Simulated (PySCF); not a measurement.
# S⁺: ionisation energy

S⁺ [Ne] 3s2 3p3 (4S) → S²⁺ [Ne] 3s2 3p2 (3P), as a difference of total energies. All numbers are calculated (PySCF 2.14, no relativity, point nucleus, in dyall-av3z). Correlated levels: valence: [Ne] frozen; virtual orbitals above 40 to 60 times the deepest correlated orbital energy dropped. The calculations carry no spin-orbit coupling.

```tsv
method	ionisation energy (eV)	plus first-order spin-orbit estimate	error of that sum (eV)
UHF	22.731	22.669	-0.669
LDA	23.409	23.348	+0.010
PBE	23.319	23.258	-0.080
PBE0	23.387	23.326	-0.012
r2SCAN	23.539	23.477	+0.139
BHandHLYP	23.144	23.083	-0.255
TPSSh	23.393	23.332	-0.006
BLYP	23.024	22.963	-0.375
B2PLYP	23.201	23.140	-0.198
MP2 (valence)	23.350	23.289	-0.049
SCS-MP2 (valence)	23.162	23.101	-0.237
```

Reference: 23.338 eV (measured; NIST Atomic Spectra Database, ionization energies).

A first-order spin-orbit estimate (lowest level to lowest level, LS coupling) adds -0.061 eV.

Errors of the correlated levels include the incompleteness of this basis and the frozen core.
